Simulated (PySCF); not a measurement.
Cartesian coordinates (Å):
```xyz
5

Zn    -0.0472     0.0782     0.1341
S     -2.0099     0.4029    -0.7587
H     -2.6374     0.1972     0.4370
S      1.9227    -0.2638     1.0045
H      2.0860     1.0662     1.2696
```
Charge 0, multiplicity 1.

Problem. Predict the charge on the central atom (Mulliken), charge on the central atom (meta-Löwdin), dipole moment, HOMO–LUMO gap and HOMO from PBE-D3(BJ)/def2-TZVP // BP86-D3(BJ)/def2-SVP in PySCF.

Solution. 
* **charge on the central atom (Mulliken)**: 0.32 e
* **charge on the central atom (meta-Löwdin)**: 1.05 e
* **dipole moment**: 0.96 D
* **HOMO–LUMO gap**: 4.41 eV
* **HOMO**: -6.31 eV
